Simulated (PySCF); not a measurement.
# Excitation energy of O by level of theory

O [He] 2s2 2p4 (3P) → O [He] 2s2 2p3 3s1 (5S), as a difference of total energies. All numbers are calculated (PySCF 2.14, the spin-free X2C one-electron Hamiltonian (Gaussian nucleus), in aug-cc-pCVTZ-DK with one added diffuse shell each of s, p, d, f type (8s7p5d3f, 75 functions)). Correlated levels: valence: 1s2 frozen. The calculations carry no spin-orbit coupling.

| method | excitation energy (cm⁻¹) |
| --- | --- |
| UHF | 62509 |
| MP2 (valence) | 71851 |
| SCS-MP2 (valence) | 73067 |
| CCSD (valence) | 71899 |
| CCSD(T) (valence) | 72198 |

Errors of the correlated levels include the incompleteness of this basis and the frozen core.

For comparison: 73690 cm⁻¹ (measured; NIST levels, between the centres of gravity of the two terms).
